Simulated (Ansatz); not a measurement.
```yaml
crystal:
  periodic: [false, false, false]
  atoms:
    - {symbol: O, position_ang: [0.026494, 0.829707, -0.256548]}
    - {symbol: C, position_ang: [-0.023506, 0.779707, -0.306548]}
    - {symbol: B, position_ang: [-0.097489, -0.651571, 0.364969]}
    - {symbol: Cl, position_ang: [0.517046, -1.998444, -0.535892]}
    - {symbol: H, position_ang: [-0.551848, 1.020449, -1.257255]}
    - {symbol: H, position_ang: [-0.494796, -0.817603, 1.473175]}
basis:
  gaussian: {orbitals: aug-cc-pVDZ}
hamiltonian: {xc: {name: r2SCAN50}}
output: {forces: true}
```

```sh
$ ansatz run in.yaml --threads 2 --pin off --events-out ev --progress --plain --max-ram 4352MiB
```

Output, abridged:

```
Functional definition: r2SCAN50
1111 factors; integrals over basis functions are off by at most 5.0e-4 eV
mean field evaluation 1: about -11183.4640 eV, gradient 7.4e1 eV
mean field evaluation 2: about -11186.3373 eV, gradient 3.6e1 eV
mean field evaluation 4: about -11189.9008 eV, gradient 2.8e0 eV
mean field evaluation 8: about -11189.9244 eV, gradient 4.5e-1 eV
mean field evaluation 16: about -11189.9286 eV, gradient 5.4e-4 eV
a density is far from that of the atoms, so the factors are made again for it
1183 factors; integrals over basis functions are off by at most 3.4e-4 eV
mean field -11189.92868812 eV, -411.2222944823 hartree, gradient 6.5e-5 eV, S^2 0.000000; 0 other end points of the search recorded, 0 dependent functions left out
reference -11189.92870772 eV, -411.2222952028 hartree; 19, 19 occupied and 95, 95 virtual orbitals, 1183 factors
Total energy: -11189.92870772 eV, -411.2222952028 hartree
Atom 0 at     0.026494     0.829707    -0.256548 Å, force 47357.711036 47403.058221 47316.977964 eV/Å
Atom 1 at    -0.023506     0.779707    -0.306548 Å, force -47341.040400 -47413.238013 -47286.597503 eV/Å
Atom 2 at    -0.097489    -0.651571     0.364969 Å, force    -0.517016     4.815911    -3.815491 eV/Å
Atom 3 at     0.517046    -1.998444    -0.535892 Å, force    -0.172190    -0.106861     0.351157 eV/Å
Atom 4 at    -0.551848     1.020449    -1.257255 Å, force   -15.126828     5.840825   -25.096099 eV/Å
Atom 5 at    -0.494796    -0.817603     1.473175 Å, force    -0.854602    -0.370083    -1.820028 eV/Å
Dipole moment:    -0.413544     0.337623    -0.101641 e Å
```

In this input one atom was put on top of another. The calculation finished and met its thresholds. The result belongs to that input, not to the molecule as meant.
